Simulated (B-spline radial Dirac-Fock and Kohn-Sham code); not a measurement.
**Photoionisation of gallium ions at W Kα (59318.2 eV)**

These are calculated numbers from a radial B-spline solver; the model is independent-particle photoionisation in a Dirac-Hartree-Slater potential with a Latter tail, all multipoles, thresholds from Dirac-Fock ΔSCF. Cross sections in kb; a dash marks an empty subshell or a threshold above the photon energy.

```csv
ion,configuration,total,2s,2p3/2,3s,3d5/2,4p1/2
Ga,[Ar] 3d10 4s2 4p1,0.1952,0.0155,0.00163,0.00231,1.77e-06,1.03e-06
Ga⁴⁺,[Ar] 3d9,0.1951,0.0155,0.00163,0.00235,1.77e-06,–
Ga⁷⁺,[Ar] 3d6,0.1953,0.0155,0.00163,0.00253,1.49e-06,–
```
